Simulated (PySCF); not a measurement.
**Two-component Hartree-Fock for Cr (chromium, neutral)**

Start: [Ar] 3d4 4s2; 3d5/2 filled at m_j = -1/2, +1/2, +3/2, +5/2. Calculated with PySCF 2.14 in x2c-TZVPall-2c with one added diffuse shell each of s, p, d type (7s8p5d1f, 63 functions): generalised Hartree-Fock with the X2C-1e Hamiltonian and a Gaussian nucleus; one run each with spin-orbit coupling (SO) switched off, then screened by Boettger's factors. This is a chosen level, not necessarily the ground level.

| spinor shell | electrons | ε, spin-free (eV) | ε, screened SO (eV) | weight of nominal j (screened SO) | rms radius, screened SO (bohr) |
| --- | --- | --- | --- | --- | --- |
| 1s1/2 | 2 | -6047.2 | -6047.2 | 1.000 | 0.0734 |
| 2s1/2 | 2 | -728.83 | -728.83 | 1.000 | 0.316 |
| 2p1/2 | 2 | -610.00 | -615.94 | 0.986 | 0.285 |
| 2p3/2 | 4 | -610.00 | -607.09 | 0.993 | 0.288 |
| 3s1/2 | 2 | -96.676 | -96.681 | 1.000 | 0.963 |
| 3p3/2 | 4 | -61.421 | -61.696 | 0.832 | 1.05 |
| 3p1/2 | 2 | -61.421 | -60.902 | 0.664 | 1.04 |
| 3d5/2 | 4 | -15.242 | -15.237 | 0.692 | 1.40 |
| 4s1/2 | 2 | -6.635 | -6.636 | 0.999 | 3.75 |

| quantity | spin-free | screened SO |
| --- | --- | --- |
| E (hartree) | -1049.60240 | -1049.61289 |
| M_J | 4 | 4 |
| ⟨J²⟩ | 20.026 | 20.026 |
| ⟨L²⟩ | 6.010 | 6.013 |
| ⟨S²⟩ | 6.016 | 6.015 |

Each row is a mean over spinors that exchange with the open shell spreads, by up to 12.517 eV (3p3/2).

Rows whose weight is well below 1 are mixtures of j = l ± 1/2: exchange outweighs spin-orbit coupling there, and the label is only the starting occupation.

Without spin-orbit coupling the j labels of p, d and f shells carry no meaning; the spin-free column gives the mean over the occupied spinors of each nl shell.
